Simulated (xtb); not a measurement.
GaN, triplet, geometry from GFN2-xTB (such geometries of metal compounds can be far from the true shape); xtb with GFN2-xTB.

Here is a job for xtb.
```
$ xtb mol.xyz --gfn 2 --uhf 2 --etemp 10000 --json

# file mol.xyz
2

Ga    -0.00000000    -0.00000000    -0.33032633
N      0.00000000     0.00000000     1.46287374
```

Task: Predict the main parts of the log of this xtb run.

Result: 
```
   ID    Z sym.   atoms
    1   31 Ga     1
    2    7 N      2

           -------------------------------------------------
          |                Calculation Setup                |
           -------------------------------------------------

           -------------------------------------------------
          |                 G F N 2 - x T B                 |
           -------------------------------------------------

          ...................................................
          :                      SETUP                      :
          :.................................................:
          :  # basis functions                  14          :
          :  # atomic orbitals                  13          :
          :  # shells                            5          :
          :  # electrons                         8          :
          :  max. iterations                   250          :
          :  Hamiltonian                  GFN2-xTB          :
          :  restarted?                      false          :
          :  GBSA solvation                  false          :
          :  PC potential                    false          :
          :  electronic temp.        10000.0000000     K    :
          :  accuracy                    1.0000000          :
          :  -> integral cutoff          0.2500000E+02      :
          :  -> integral neglect         0.1000000E-07      :
          :  -> SCF convergence          0.1000000E-05 Eh   :
          :  -> wf. convergence          0.1000000E-03 e    :
          :  Broyden damping             0.4000000          :
          :  net charge                          0          :
          :  unpaired electrons                  2          :
          ...................................................

 iter      E             dE          RMSdq      gap      omega  full diag
   1     -3.9956544 -0.399565E+01  0.336E+01    4.12       0.0  T
   2     -4.0335188 -0.378645E-01  0.140E+01    5.58       1.0  T
   3     -4.0316122  0.190668E-02  0.891E+00    4.71       1.0  T
   4     -4.0387461 -0.713393E-02  0.570E-01    5.09       1.0  T
   5     -4.0387458  0.253636E-06  0.153E-01    5.08       1.0  T
   6     -4.0387542 -0.836001E-05  0.307E-02    5.11       2.3  T
   7     -4.0387542  0.283060E-07  0.121E-02    5.10       5.9  T
   8     -4.0387543 -0.118343E-06  0.155E-03    5.10      45.6  T
   9     -4.0387543 -0.299210E-09  0.251E-04    5.10     281.7  T
  10     -4.0387543 -0.518243E-10  0.324E-05    5.10    2185.5  T

   *** convergence criteria satisfied after 10 iterations ***

 transition dipole moment (au) for excitation:           4           5
     X       Y       Z
   0.0009  -0.0348  -0.0000  total (au/Debye):    0.035   0.089
 dE (eV)             :    0.718
 oscillator strength :  0.30189E-04

         :::::::::::::::::::::::::::::::::::::::::::::::::::::
         ::                     SUMMARY                     ::
         :::::::::::::::::::::::::::::::::::::::::::::::::::::
         :: total energy              -4.029655343395 Eh    ::
         :: gradient norm              0.019598175311 Eh/a0 ::
         :: HOMO-LUMO gap              5.104290374250 eV    ::
         ::.................................................::
         :: SCC energy                -4.038754296065 Eh    ::
         :: -> isotropic ES            0.013890943680 Eh    ::
         :: -> anisotropic ES          0.005136632990 Eh    ::
         :: -> anisotropic XC          0.000294837336 Eh    ::
         :: -> dispersion             -0.000539624103 Eh    ::
         :: repulsion energy           0.009098952671 Eh    ::
         :: add. restraining           0.000000000000 Eh    ::
         :: total charge               0.000000000000 e     ::
         :::::::::::::::::::::::::::::::::::::::::::::::::::::

           -------------------------------------------------
          |                Property Printout                |
           -------------------------------------------------

    * Orbital Energies and Occupations

         #    Occupation            Energy/Eh            Energy/eV
      -------------------------------------------------------------
         1        1.9943           -0.5616329             -15.2828
         2        1.9254           -0.4778834             -13.0039
         3        1.3961           -0.3871638             -10.5353
         4        1.3961           -0.3871638             -10.5353
         5        1.1875           -0.3607868              -9.8175 (HOMO)
         6        0.0480           -0.1732076              -4.7132 (LUMO)
         7        0.0480           -0.1732076              -4.7132
         8        0.0027           -0.0801394              -2.1807
         9        0.0009           -0.0462765              -1.2592
        10        0.0009           -0.0462765              -1.2592
        11        0.0000            0.0532277               1.4484
        12        0.0000            0.0532277               1.4484
        13                          0.5309687              14.4484
      -------------------------------------------------------------
                  HL-Gap            0.1875792 Eh            5.1043 eV
             Fermi-level           -0.3329602 Eh           -9.0603 eV

     #   Z          covCN         q      C6AA      α(0)
     1  31 Ga       0.809     0.278   322.576    45.943
     2   7 N        0.809    -0.278    27.798     7.682

 Mol. C6AA /au·bohr⁶  :        514.955423
 Mol. C8AA /au·bohr⁸  :      45072.819601
 Mol. α(0) /au        :         53.625228

Wiberg/Mayer (AO) data.
largest (>0.10) Wiberg bond orders for each atom

 ---------------------------------------------------------------------------
     #   Z sym  total        # sym  WBO       # sym  WBO       # sym  WBO
 ---------------------------------------------------------------------------
     1  31 Ga   1.313 --     2 N    1.313
     2   7 N    1.313 --     1 Ga   1.313
 ---------------------------------------------------------------------------

Topologies differ in total number of bonds
Writing topology from bond orders to xtbtopo.mol

molecular dipole:
                 x           y           z       tot (Debye)
 q only:        0.000       0.000      -0.944
   full:        0.000      -0.000      -1.539       3.912
molecular quadrupole (traceless):
                xx          xy          yy          xz          yz          zz
 q only:        1.010       0.000       1.010       0.000       0.000      -2.020
  q+dip:        0.718       0.000       0.718       0.000      -0.000      -1.436
   full:        2.390       0.000       2.390       0.000      -0.000      -4.781

           -------------------------------------------------
          | TOTAL ENERGY               -4.029655343395 Eh   |
          | GRADIENT NORM               0.019598175311 Eh/α |
          | HOMO-LUMO GAP               5.104290374250 eV   |
           -------------------------------------------------

normal termination of xtb
```
